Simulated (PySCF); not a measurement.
# A search over the determinants of SrAs⁺

Unrestricted PBE0; basis Sr def2-SVP with ECP28, As def2-SVP; scalar-relativistic core potentials; PySCF 2.14. Outer shells of the fragments: Sr+ 5s1; As 3d10 4s2 4p3.

Followed along the bond (rough minima from three points):

| 2Ms+1 | unpaired | ⟨S²⟩ at the start | R at minimum (Å) | Te (eV) |
| --- | --- | --- | --- | --- |
| 3 | π ↑↑ | 2.02 | 2.94 | 0.00 |
| 1 | π ↑↓ | 1.01 | 2.92 | 0.33 |
| 3 | σ ↑, π ↑ | 2.01 | 2.73 | 0.69 |
| 1 | σ ↓, π ↑ | 1.01 | 2.74 | 1.03 |
| 1 | none | 0.00 | 2.91 | 1.26 |

Solutions found at the starting distance of 2.985 Å, counted from the lowest of them; the search is not exhaustive and high or unbound solutions are not listed, so other states can lie among these:

| 2Ms+1 | unpaired | term | E (eV) | ⟨S²⟩ | ⟨Lz²⟩ | μ (D) |
| --- | --- | --- | --- | --- | --- | --- |
| 3 | π ↑↑ | ³Σ⁻ | 0.00 | 2.02 | 0.00 | -10.09 |
| 1 | π ↑↓ | mixed | 0.33 | 1.01 | 2.01 | -10.23 |
| 3 | σ ↑, π ↑ | ³Π | 0.89 | 2.01 | 1.02 | -11.15 |
| 1 | σ ↓, π ↑ | mixed | 1.20 | 1.01 | 1.02 | -11.05 |
| 1 | none | mixed | 1.27 | 0.00 | 2.00 | -10.06 |
| 5 | σ ↑↑, π ↑↑ | ⁵Σ⁻ | 1.48 | 6.00 | 0.00 | -3.04 |

A term symbol is given only where ⟨S²⟩ and ⟨Lz²⟩ are close to those of a pure state; real π, δ and φ orbitals otherwise mix terms. A positive dipole points towards As; it is taken about the centre of mass and depends on that origin.

Spin–orbit coupling is left out. Counting both spins, an empty level lies below a filled one in some of these solutions, because spin and occupation are held.
